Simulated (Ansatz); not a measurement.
A geometry relaxed with Ansatz (a first-principles code) with r2SCAN-D4/def2-SVP, charge 0, multiplicity 1:

```xyz
19

H     -1.6884    -1.9004     0.6659
H      2.0033     1.0040    -2.7013
Ge     0.4054     0.0819    -0.0748
C     -1.7364     1.6103     0.7862
H      3.0005     0.0295     1.8119
H      2.8872    -1.9172     0.3584
H     -2.3139     1.8830     1.6845
H     -2.4067     1.0609     0.0980
H      1.5848     2.8600    -1.1866
C     -1.1517    -2.2007    -0.2542
Si     0.9922     1.6327    -1.7996
O     -0.6293    -1.0930    -0.9573
Si     2.0906    -1.0028     1.2316
O     -0.6273     0.8347     1.1889
H     -0.3617    -2.9244     0.0322
H     -0.2179     2.0060    -2.5902
H      1.4622    -1.7903     2.3334
H     -1.4293     2.5507     0.2850
H     -1.8636    -2.7251    -0.9120
```

### Question
Write the SMILES of this molecule.

### Answer
`C[O][Ge]([SiH3])([SiH3])[O]C`
